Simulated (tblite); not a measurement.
C3H8F2SSi2.
Geometry (GFN2-xTB, Å), atoms numbered from 1 in this order:
```
atom  x, y, z in Å
F1    -1.7866    0.4255   -1.1066
C2    -1.5279   -0.2031    0.1074
C3    -1.0549    0.8648    1.0891
Si4    0.5843    1.6163    0.4315
Si5    1.1732   -0.4157   -0.5032
F6     1.4349   -0.4335   -2.1042
S7     2.7890   -1.6333    0.2679
C8    -0.4850   -1.2880   -0.1374
H9    -2.4893   -0.6376    0.4153
H10   -1.8400    1.6114    1.2053
H11   -0.9110    0.3951    2.0622
H12    1.3776    2.1178    1.5570
H13    0.3204    2.6988   -0.5158
H14    3.6467   -1.2740   -0.6714
H15   -0.4237   -1.9217    0.7462
H16   -0.8152   -1.9138   -0.9671
```

Computed values, GFN2-xTB/tblite, gas phase, harmonic and unscaled. Errors from tens to a few hundred cm⁻¹ against measured bands are possible. Modes of hydrogen on silicon and sulfur can be 10 to 20 % off. One conformer, not necessarily the lowest.

Harmonic wavenumbers (cm⁻¹): 53.2, 75.7, 90.7, 111.0, 143.1, 173.2, 190.2, 259.7, 335.3, 382.8, 400.5, 430.6, 505.8, 540.5, 604.2, 631.4, 686.1, 697.7, 740.5, 748.4, 766.6, 789.2, 809.9, 899.7, 966.4, 1033.5, 1114.6, 1173.6, 1198.2, 1256.0, 1299.0, 1301.9, 1445.7, 1462.9, 2241.0, 2267.2, 2489.4, 2890.4, 2989.6, 2991.7, 3003.7, 3005.0.

A = 1802, B = 832.3, C = 764.2 MHz; mass 169.985 u (most abundant isotopes); point group C1, symmetry number 1.

Problem. What is the zero-point energy?

Solution. ½Σν̃ = 22598 cm⁻¹ = 270.33 kJ/mol.

Problem. Entropy at 273.15 K, 1 bar (ideal gas, RRHO, classical rotation)?

Solution. Translation 171.09, rotation 124.50, vibration 126.96: S = 422.5 J/(mol K).

Problem. And Cp and H(273.15 K) − H(0)?

Solution. Cp = 163.01 J/(mol K), of which vibrations give 129.76 (their classical limit is 42 R = 349.2); H(273.15 K) − H(0) = 27.51 kJ/mol without the zero-point energy, 18.43 from vibrations.

Problem. Which modes carry the vibrational entropy at 273.15 K?

Solution. 53.2 cm⁻¹: 18.92; 75.7 cm⁻¹: 16.01; 90.7 cm⁻¹: 14.53; 111.0 cm⁻¹: 12.89; 143.1 cm⁻¹: 10.86; 173.2 cm⁻¹: 9.36 J/(mol K); the other 36 give 44.37 together.

Problem. Blend soft modes into free rotors: weight 1/[1 + (100 cm⁻¹/ν̃)⁴] for the oscillator and the rest for a rotor with moment μB/(μ + B), μ = h/(8π²ν), B = 10⁻⁴⁴ kg m². What vibrational entropy results?

Solution. 117.86 J/(mol K) in place of 126.96, which changes −T·S at 273.15 K by +2.48 kJ/mol.

Problem. What must be added to the electronic energy to get the Gibbs energy at 273.15 K and 1 bar?

Solution. ZPE + [H(273.15 K) − H(0)] − T·S = 270.33 + 27.51 − 115.42 = 182.42 kJ/mol.

Hindered rotation and anharmonicity are outside this model. Other conformers, if any are populated, would add a mixing term that is left out. The structure is chiral; the term R ln 2 for an equal mix with its mirror image is left out.

Time: 0.74 s wall. Hardware: one thread of an Arm Neoverse V1 (shared host). This covers the Hessian and the dipole derivatives.
